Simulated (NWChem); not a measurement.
**Ionisation of H₃ClSi**

SMILES: [SiH3]Cl
```xyz
5

Si     0.0279    -0.9965     0.0000
Cl    -0.0303     1.0818     0.0000
H      0.7444    -1.4600     1.2180
H      0.7444    -1.4600    -1.2180
H     -1.3644    -1.5191     0.0000
```
Charge 0, spin multiplicity 1.

All runs are NWChem calculations. The geometry was optimised at B3LYP/def2-SVP, a minimum by its harmonic frequencies.

Basis set: def2-TZVP. The species with one electron less has spin multiplicity 2 and keeps the geometry of the parent. Δ marks differences of total energies (open shells unrestricted). −ε marks an orbital energy of the parent. That orbital need not have the symmetry of the hole or added electron in the Δ rows.

The correlated methods keep 10 core orbitals frozen. B3LYP has NWChem's definition, with VWN1-RPA local correlation. The structure started from a generated list of species. The stability of the SCF solutions was not checked.

### Question
For the first vertical ionisation energy, −ε(HOMO) of PBE gives 7.65 eV and G0W0@BHandHLYP gives 11.60 eV. What do ΔB3LYP, ΔB2PLYP, ΔLC-wPBE (omega 0.3 per bohr) give?

### Answer
ΔB3LYP: 11.43 eV; ΔB2PLYP: 11.58 eV; ΔLC-wPBE (omega 0.3 per bohr): 11.64 eV.
